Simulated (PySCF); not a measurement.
System: H2Ge, singlet: symmetric bend, bond length relaxed. Scanned: H-Ge-H angle. Other coordinates (Ge-H bond length) were minimised at B3LYP/def2-TZVP.

Levels of theory: CCSD on RHF/cc-pVTZ, 9 core orbitals frozen (PySCF); PBE/cc-pVTZ (PySCF); RHF/cc-pVTZ (PySCF).

Energies in kJ/mol, each method relative to its own lowest point.

```
a / °        CCSD         PBE         RHF
-----  ----------  ----------  ----------
160         232.7           —       249.1
150         178.4       176.3       190.7
140         126.5       125.5       134.0
130          81.7        82.2        85.2
120          45.6        47.3        46.3
110          19.3        21.5        18.4
100           3.9         5.5         2.7
90            0.0         0.0         0.0
80     (withheld)         5.7        11.6
70           30.0        23.1  (withheld)
60     (withheld)  (withheld)  (withheld)
```

### Question
Fill in the missing entries.

### Answer

- 80, CCSD: 8.5
- 70, RHF: 38.5
- 60, CCSD: 64.6
- 60, PBE: 52.0
- 60, RHF: 80.5

Dashes: no converged value, or the column stops at the first point that the program doubted or that broke a chosen test of continuity, which isn't proof of a fault.

The scan ran from 180.0 to 60.0; beyond the range shown the relaxed coordinates jump or full CI changes its symmetry label.
